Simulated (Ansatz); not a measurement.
# Redistribution: C5H11Br + C2H5Cl → C5H11Cl + C2H5Br

Gas-phase species: C5H11Br `CCCCCBr`, singlet; C2H5Cl (chloroethane) `CCCl`, singlet; C5H11Cl `CCCCCCl`, singlet; C2H5Br (bromoethane) `CCBr`, singlet. The partners trade Br for Cl; both sit on C, so the bond types are kept.

Shapes, held fixed at every level: PBE0-D4/def2-TZVP. Flexible molecules stand in one conformer, not always the lowest. Programs: Ansatz 0.2.0. Electronic energies: no zero-point or thermal term.

| level | kind | ΔE (kJ/mol) | less CCSD(T)/def2-TZVPP |
| --- | --- | --- | --- |
| HF/def2-TZVPP | Hartree–Fock | -0.4 | -1.1 |
| BHLYP-D4/def2-TZVPP | global hybrid | +0.2 | -0.5 |
| PBE0-D4/def2-TZVPP | global hybrid | +0.2 | -0.5 |
| wB97M-V/def2-TZVPP | range-separated hybrid | +0.2 | -0.5 |
| CCSD/def2-SVP | coupled cluster or CI | -1.3 | -2.0 |
| CCSD/def2-TZVPP | coupled cluster or CI | +0.6 | -0.1 |
| CCSD(T)/def2-TZVPP | coupled cluster or CI | +0.7 | 0.0 |

The highest level, CCSD(T)/def2-TZVPP, gives ΔE = +0.7 kJ/mol; the levels span -1.3 to +0.7. That is about zero within the method's error. They disagree on the sign: 5 of 7 are positive. The column of differences is taken from that level and isn't an error. No measured value is set beside it here. Relativity is left out for Br. Outer-core shells of Br are correlated, in sets that cover them unevenly.
